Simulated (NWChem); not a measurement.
SiH2S, singlet; SMILES [SiH]S

```xyz
4

Si     0.0628     1.1465     0.0000
H     -1.4840     1.1852     0.0000
S     -0.0435    -0.9994     0.0000
H      1.3013    -1.2449     0.0000
```
Atoms are numbered in this order, from 1.

Low-valent species are run as closed-shell singlets; no triplet was tried in these runs. All runs use the structure optimised with PBE-D3(BJ)/def2-SVP.

Symmetry labels are those of Cs in the frame above (b1 and b2, or b-type labels, depend on it).

### Question
List the 4 lowest vertical singlet excitations and the 4 lowest triplet ones from PBE0/def2-SVPD, TDA (NWChem).

### Answer
| state | energy (eV) | oscillator strength | symmetry | leading excitation (squared amplitude) |
|---|---|---|---|---|
| S1 | 3.25 | 0.023 | a" | HOMO → LUMO (0.98) |
| S2 | 5.09 | 0.036 | a' | HOMO−1 → LUMO (0.84) |
| S3 | 5.27 | 0.001 | a" | HOMO−2 → LUMO (0.99) |
| S4 | 5.71 | 0.042 | a' | HOMO → LUMO+1 (0.85) |
| T1 | 1.85 | spin-forbidden | a" | HOMO → LUMO (0.98) |
| T2 | 3.65 | spin-forbidden | a' | HOMO−1 → LUMO (0.99) |
| T3 | 4.54 | spin-forbidden | a' | HOMO → LUMO+1 (0.77) |
| T4 | 4.72 | spin-forbidden | a" | HOMO−2 → LUMO (0.98) |
